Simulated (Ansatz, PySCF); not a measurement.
In(Cl)(Br)(Me) (CH3BrClIn), SMILES [CH3][In]([Cl])[Br]. Atoms are numbered in the order given.

```xyz
7

In     0.2350    -0.4562     0.2878
Cl    -1.5377    -1.8889    -0.2809
Br    -0.0756     1.8233    -0.6427
C      1.9020    -1.0838     1.4706
H      2.5909    -0.2417     1.6121
H      2.4093    -1.9084     0.9513
H      1.5294    -1.4395     2.4410
```
Charge 0, spin multiplicity 1.

Coordinates come from a PBE0-D3(BJ)/def2-SVP optimisation. The structure was generated by enumeration; whether it is a known compound was not checked. The def2 effective core potentials stand for the cores of In; spin–orbit coupling is left out.

Two levels are set side by side: PBE-D3(BJ)/def2-SVP (Ansatz, a quantum-chemistry and plane-wave program) and PBE0-D3(BJ)/def2-SVP (Ansatz). Each level has its own optimised geometry; the coordinates shown are those of the second. Frequencies come from the Hessian of PySCF at each geometry. Differences are taken from unrounded values.

```json
[
 {"quantity": "mean bond length (Å)", "PBE0-D3(BJ)": "1.711", "PBE-D3(BJ)": "1.726", "PBE-D3(BJ) minus PBE0-D3(BJ)": "0.015"},
 {"quantity": "bond In1–Cl2 (Å)", "PBE0-D3(BJ)": "2.349", "PBE-D3(BJ)": "2.371", "PBE-D3(BJ) minus PBE0-D3(BJ)": "0.022"},
 {"quantity": "bond In1–Br3 (Å)", "PBE0-D3(BJ)": "2.482", "PBE-D3(BJ)": "2.506", "PBE-D3(BJ) minus PBE0-D3(BJ)": "0.024"},
 {"quantity": "bond In1–C4 (Å)", "PBE0-D3(BJ)": "2.138", "PBE-D3(BJ)": "2.160", "PBE-D3(BJ) minus PBE0-D3(BJ)": "0.022"},
 {"quantity": "bond C4–H5 (Å)", "PBE0-D3(BJ)": "1.097", "PBE-D3(BJ)": "1.105", "PBE-D3(BJ) minus PBE0-D3(BJ)": "0.007"},
 {"quantity": "bond C4–H6 (Å)", "PBE0-D3(BJ)": "1.099", "PBE-D3(BJ)": "1.106", "PBE-D3(BJ) minus PBE0-D3(BJ)": "0.007"},
 {"quantity": "bond C4–H7 (Å)", "PBE0-D3(BJ)": "1.099", "PBE-D3(BJ)": "1.106", "PBE-D3(BJ) minus PBE0-D3(BJ)": "0.007"},
 {"quantity": "highest harmonic wavenumber (cm⁻¹)", "PBE0-D3(BJ)": "3216", "PBE-D3(BJ)": "3134", "PBE-D3(BJ) minus PBE0-D3(BJ)": "-82"},
 {"quantity": "mean harmonic wavenumber (cm⁻¹)", "PBE0-D3(BJ)": "1095", "PBE-D3(BJ)": "1061", "PBE-D3(BJ) minus PBE0-D3(BJ)": "-34"},
 {"quantity": "zero-point energy (kcal/mol)", "PBE0-D3(BJ)": "23.49", "PBE-D3(BJ)": "22.75", "PBE-D3(BJ) minus PBE0-D3(BJ)": "-0.74"}
]
```

GGA bonds tend to be longer and softer than those of functionals with exact exchange. Differences between two approximate levels are no errors against the true value.
